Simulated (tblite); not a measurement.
Compound: C₆H₇FN₂.
SMILES with atom numbers: `[N:1]#[C:2][CH2:3][CH2:4][C:5]1=[N:6][C@H:7]1[CH2:8][F:9]` (hydrogens: H10, H11 on C3; H12, H13 on C4; H14 on C7; H15, H16 on C8)

Computed with GFN2-xTB (tblite), gas phase: nudged elastic band of 9 images (0 to 8), spring 0.2 eV/Å², climbing image at the end, force threshold 0.05 eV/Å. The top image wasn't refined or checked by frequencies; at this threshold it can lie a kcal/mol or more above the true saddle point of the method.

The band describes a rotation about C3–C4 (sp3 carbon next to a nitrile, chain CH2 carbon), followed by the dihedral C2–C3–C4–C5, from the optimised start (178°) to a second optimised geometry at -67°.

Q: Give the energy profile along the converged band.

A: 
```json
{"image": "0", "dihedral (°)": "178", "E (eV)": "0.000", "C3–C4 (Å)": "1.537", "C2···C5 (Å)": "3.73", "largest true force (eV/Å)": "0.01"}
{"image": "1", "dihedral (°)": "-168", "E (eV)": "0.008", "C3–C4 (Å)": "1.537", "C2···C5 (Å)": "3.72", "largest true force (eV/Å)": "0.03"}
{"image": "2", "dihedral (°)": "-153", "E (eV)": "0.029", "C3–C4 (Å)": "1.540", "C2···C5 (Å)": "3.68", "largest true force (eV/Å)": "0.03"}
{"image": "3", "dihedral (°)": "-139", "E (eV)": "0.054", "C3–C4 (Å)": "1.543", "C2···C5 (Å)": "3.62", "largest true force (eV/Å)": "0.03"}
{"image": "4", "dihedral (°)": "-124", "E (eV)": "0.070", "C3–C4 (Å)": "1.545", "C2···C5 (Å)": "3.52", "largest true force (eV/Å)": "0.03"}
{"image": "5", "dihedral (°)": "-110", "E (eV)": "0.067", "C3–C4 (Å)": "1.545", "C2···C5 (Å)": "3.40", "largest true force (eV/Å)": "0.05"}
{"image": "6", "dihedral (°)": "-95", "E (eV)": "0.049", "C3–C4 (Å)": "1.542", "C2···C5 (Å)": "3.27", "largest true force (eV/Å)": "0.05"}
{"image": "7", "dihedral (°)": "-80", "E (eV)": "0.027", "C3–C4 (Å)": "1.539", "C2···C5 (Å)": "3.11", "largest true force (eV/Å)": "0.04"}
{"image": "8", "dihedral (°)": "-67", "E (eV)": "0.013", "C3–C4 (Å)": "1.538", "C2···C5 (Å)": "2.97", "largest true force (eV/Å)": "0.01"}
```

Barriers of this band. The top is image 4 at -124°: 0.070 eV forward and 0.057 eV back; the end lies 0.013 eV above the start. The central bond is 0.008 Å longer at the top than at the start.

Q: What rate follows at 298 K for crossing this barrier forward?

A: Taking the electronic barrier for the free energy of activation (no zero-point or entropy terms, transmission 1), rate = (kT/h)·exp(−ΔE/kT) ≈ 4 × 10^11 s⁻¹, whose inverse is 2 × 10^-12 s. An error of 1 kcal/mol in the barrier changes this by a factor of 5, and the method and the loose band can each miss by that much or more. The barrier is only 2.7 kT, where transition-state theory is rough.

Q: How would the two end points share their population at 298 K, from these energies alone?

A: exp(−ΔE/kT) with ΔE = 0.013 eV gives 0.6 for the higher one (end) against 1 for the lower, without vibrational, rotational or degeneracy terms. GFN2-xTB can put conformers this close in the wrong order.

Q: How long is the path, and how are the images spaced?

A: Cartesian distances between aligned neighbours (all atoms, Å): 0.64, 0.64, 0.63, 0.63, 0.62, 0.63, 0.66, 0.95; the sum is 5.41 Å, and the top lies 47 % of the way along.

The cost below is that of the whole band run. On Arm Neoverse N1, one thread, no GPU, shared host with 64 logical CPUs at a one-minute load of 57, this took 6.5 s of wall time and 0.19 GiB of memory at its peak.
